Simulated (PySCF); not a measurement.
# Magnetic susceptibility: SMILES N#C[BH2-][PH2+]F, CH₄BFNP

Geometry:
| atom | x (Å) | y (Å) | z (Å) |
| --- | --- | --- | --- |
| N1 | 2.045 | 0.642 | -1.696 |
| C2 | 1.509 | 0.189 | -0.787 |
| B3 | 0.764 | -0.421 | 0.430 |
| P4 | -1.003 | 0.165 | 0.057 |
| F5 | -2.113 | -0.285 | 1.136 |
| H6 | 0.767 | -1.609 | 0.411 |
| H7 | 1.099 | 0.066 | 1.462 |
| H8 | -1.351 | 1.508 | 0.030 |
| H9 | -1.703 | -0.249 | -1.068 |

Theory: GIAO B3LYP/pcSseg-1 magnetisability, rotational g tensor and spin-rotation constants, non-relativistic, gas phase (PySCF). Geometry: GFN2-xTB.

Question: How diamagnetic is it, and how anisotropic?

Answer: Isotropic -798 × 10⁻³⁰ J/T², or -48.1 × 10⁻⁶ cm³/mol; principal values -997, -712, -686 × 10⁻³⁰ J/T², anisotropy 299 × 10⁻³⁰ J/T² (root of half the summed squared differences of the principal values). The susceptibility is in cgs units.

Question: Split it along the inertial axes a, b, c into diamagnetic and paramagnetic parts about the centre of mass, with the quadrupole moment.

Answer: 
| axis | χ (10⁻⁶ cm³/mol) | diamagnetic (10⁻⁶ cm³/mol) | paramagnetic (10⁻⁶ cm³/mol) | summed x² of all electrons (Å²) | quadrupole Θ (D Å) |
| --- | --- | --- | --- | --- | --- |
| a | -56.3 | -157.4 | 101.1 | 145.0 | -16.81 |
| b | -46.6 | -664.5 | 617.8 | 25.4 | +7.47 |
| c | -41.3 | -722.9 | 681.5 | 11.7 | +9.34 |

Anisotropies 2χaa − χbb − χcc = -24.6 and 2χbb − χaa − χcc = +4.4 × 10⁻⁶ cm³/mol. Θ is traceless in Buckingham's convention.

Question: And the rotational g tensor?

Answer: 
```tsv
axis	rotational constant (GHz)	g	nuclear part	electronic part
a	15.6377	-0.0589	0.6840	-0.7429
b	1.8294	-0.0275	0.5035	-0.5310
c	1.6842	-0.0303	0.5089	-0.5393
```
Asymmetric top; isotopes 11B, 12C, 19F, 1H, 14N, 31P; no vibrational averaging.
